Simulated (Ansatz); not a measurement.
Molecule: GeH₂, net charge 1, doublet state. 
Geometry from a B3LYP-D3(BJ)/def2-TZVP (Ansatz, a quantum-chemistry and plane-wave program) optimisation:
```xyz
3

Ge    -0.0011     0.0007     0.0456
H      0.0237    -1.3644    -0.7076
H      0.0119     1.3408    -0.7517
```
Charge +1, spin multiplicity 2.

Basis-set convergence of Hartree-Fock and CCSD(T) correlation energies (hartree) with Ansatz. Cores are frozen in the correlated levels unless marked. UHF or UKS for open shells. No spin-orbit coupling. Frozen are the shells of the preceding noble gas and the d and f shells that filled before the atom's block. Non-relativistic.

```csv
basis,functions,E(HF),"E(corr, CCSD(T))"
def2-SVP,42,-2075.91997,-0.08134
def2-TZVPP,76,-2076.18513,-0.09454
def2-QZVPP,149,-2076.22807,-0.09822
```

Extrapolating the two largest sets (X = 3 and 4) as X^-3: E(corr) = (64·(-0.09822) - 27·(-0.09454))/37 = -0.1009 Eh, an estimate of the basis-set limit. The largest set recovers 97.3 % of it, the smallest 80.6 %.
